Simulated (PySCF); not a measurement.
Tc: ionisation energy

Tc [Kr] 4d5 5s2 (6S) → Tc+ [Kr] 4d5 5s1 (7S), as a difference of total energies. All numbers are calculated (PySCF 2.14, a scalar-relativistic core potential, in cc-pVDZ-PP with ECP28MDF). Correlated levels: valence: 4s2 4p6 frozen. The calculations carry no spin-orbit coupling.

| method | ionisation energy (eV) |
| --- | --- |
| UHF | 5.583 |
| TPSS | 6.807 |
| M06-L | 7.443 |
| MP2 (valence) | 6.562 |
| SCS-MP2 (valence) | 6.774 |

**Question.** How much does correlation contribute at MP2 (valence)?

**Answer.** 6.562 − (5.583) = 0.979 eV, measured against UHF.

Errors of the correlated levels include the incompleteness of this basis and the frozen core.

MP2 underrates the near-degeneracy of ns² with np² in the lower species.

For comparison: 7.119 eV (measured; NIST Atomic Spectra Database, ionization energies).
